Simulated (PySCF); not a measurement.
**From a computed spectrum to the compound**

A species of 8 atoms with charge 0 has these harmonic modes (PBE0, small Gaussian bases with core potentials, PySCF 2.14.0):

| cm⁻¹ | km/mol | symmetry |
| --- | --- | --- |
| 59 | 1.8 | e |
| 59 | 1.8 | e |
| 63 | 68.3 | a1 |
| 114 | 17.0 | e |
| 114 | 17.0 | e |
| 125 | 0.0 | a2 |
| 315 | 8.0 | a1 |
| 529 | 0.1 | e |
| 529 | 0.1 | e |
| 569 | 8.8 | a1 |
| 571 | 195.1 | e |
| 571 | 195.1 | e |
| 1212 | 153.1 | a1 |
| 1632 | 25.6 | e |
| 1632 | 25.6 | e |
| 3491 | 28.4 | a1 |
| 3612 | 56.3 | e |
| 3612 | 56.3 | e |

Question: Which species is it, and in which structure?

Answer: TmF3(NH3) (singlet in the valence; each metal's 4f electrons, 12 of them, lie in its core potential, out of spins and levels):
```xyz
8

Tm    0.0646   -0.0646    0.0646
F     1.0322    1.3929    1.0322
F    -1.3929   -1.0322    1.0322
F     1.0322   -1.0322   -1.3929
N    -1.3507    1.3507   -1.3507
H    -1.9606    1.9606   -0.8023
H    -0.8023    1.9606   -1.9606
H    -1.9606    0.8023   -1.9606
```
Ideal gas at 298.15 K and 1 bar: S = 405.5 J/(mol K), Cp = 114.1 J/(mol K), H − H(0 K) = 25.4 kJ/mol (rigid rotor, harmonic modes, spin degeneracy alone, that of the 4f electrons in the core included; the modes under 60 cm⁻¹ make these uncertain). An lcecp potential fixes the number of 4f electrons, so in runs with it no electron can move into or out of that shell.
 Other answers can fit too; this one was computed.
